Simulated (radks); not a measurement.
Effect of the nuclear size on neutral potassium, [Ar] 4s1. Calculated with a radial shooting solver on a logarithmic mesh with Libxc functionals: Dirac Kohn-Sham, BLYP, spin-unpolarised, spherical densities, finite nucleus; Fermi nuclear charge, rms radius 3.4349 fm. The rms radius is varied about that value; shifts are against it.

rms radius (fm)  total energy shift (eV)  density at nucleus (e/bohr^3)  1s1/2 shift (meV)  2s1/2 shift (meV)  2p1/2 shift (meV)
3.0296                          -0.00524                           5209              -2.21             -0.170              0.027
3.325                           -0.00149                           5198             -0.626             -0.048              0.008
3.4349                                 0                           5194              0.000              0.000              0.000
3.5998                           0.00232                           5188              0.976              0.075             -0.012
4.17                              0.0111                           5170               4.70              0.362             -0.058

Slopes of the eigenvalues against <r^2> in GHz/fm^2, as finite differences over the two radii next to the reference (eigenvalue slopes, not the field-shift constants of lines): 1s1/2 204, 2s1/2 15.7.
